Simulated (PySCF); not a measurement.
Gas-phase reaction: 2 AuF + H2 = 2 AuH + F2

Computed with PySCF (xtb for GFN2) and rigid-rotor harmonic-oscillator thermochemistry at 1 bar. † marks an energy on the PBE0/def2-TZVP geometry and frequencies; other levels use their own. MP2 freezes the core. All species are closed-shell singlets. B3LYP is the form with VWN-RPA correlation. Au: scalar-relativistic def2 core potential, no spin-orbit coupling. MP2 isn't extrapolated to the basis-set limit; its ΔH°(298 K) is 193.3 kJ in def2-SVP and 229.6 kJ in def2-TZVPP. The harmonic model lacks anharmonicity and excited electronic states, which grow with temperature; levels with a mode under 35 cm⁻¹ are left out.

```
level              ΔE electronic, kJ  ΔH°(298 K), kJ  ΔS°(298 K), J/K  ΔG°(2500 K), kJ
-----------------  -----------------  --------------  ---------------  ---------------
B3LYP/def2-TZVP†                 258             258               10              251
BLYP/def2-TZVP†                  244             243               10              237
GFN2-xTB                         173             174                5              176
HF/def2-TZVP†                    363             363               10              356
MP2/def2-TZVPP†                  230             230               10              223
r2SCAN/def2-TZVP†                245             245               10              238
LDA/def2-TZVP†                   194             193               10              187
```
ΔH° is lowest at GFN2-xTB and highest at HF/def2-TZVP†. No reference value is set beside these.
